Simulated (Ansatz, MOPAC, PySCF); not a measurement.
Noncovalent pair: HBr (SMILES Br) (first 2 atoms) with H4OSi (SMILES O[SiH3]); geometry from B3LYP-D3(BJ)/def2-TZVP, rigid monomers moved along the line of their centres of mass till H2···O3 is 2.64 Å.
(charge 0, multiplicity 1):
| atom | x (Å) | y (Å) | z (Å) |
|---|---|---|---|
| Br | -0.6094 | -1.1556 | -0.0208 |
| H | -0.1549 | -0.4227 | 1.1354 |
| O | 0.5446 | 0.7569 | 3.3881 |
| Si | 0.0397 | 0.3909 | 4.9328 |
| H | 1.2293 | 1.4190 | 3.2613 |
| H | 1.1684 | -0.1164 | 5.7463 |
| H | -0.9900 | -0.6487 | 4.7609 |
| H | -0.5273 | 1.5885 | 5.5943 |

Monomers are frozen at their geometry in the pair; levels with a basis set take the counterpoise correction. Rows marked so take none.

Rows in 3-21G, 6-31G* carry no dispersion term and start afresh at each structure (6-31G* with six Cartesian d functions); the Pople sets are all-electron and without relativity. The state reached by PM6 isn't checked.

The values were computed with Ansatz (a program for electronic structure); MOPAC for PM6 (differences of heats of formation); PySCF for 3-21G rows, 6-31G* rows. Values without a source in brackets are computed.

Task: One of these levels gives -2.79 kcal/mol for the interaction energy. Which?
A. PM6
B. HF/def2-SVPD
C. BP86/6-31G* (no counterpoise)
D. B3LYP/3-21G (no counterpoise)

Result: C, BP86/6-31G* (no counterpoise). The others give -1.90 (PM6), -2.29 (HF/def2-SVPD), -4.81 (B3LYP/3-21G (no counterpoise))
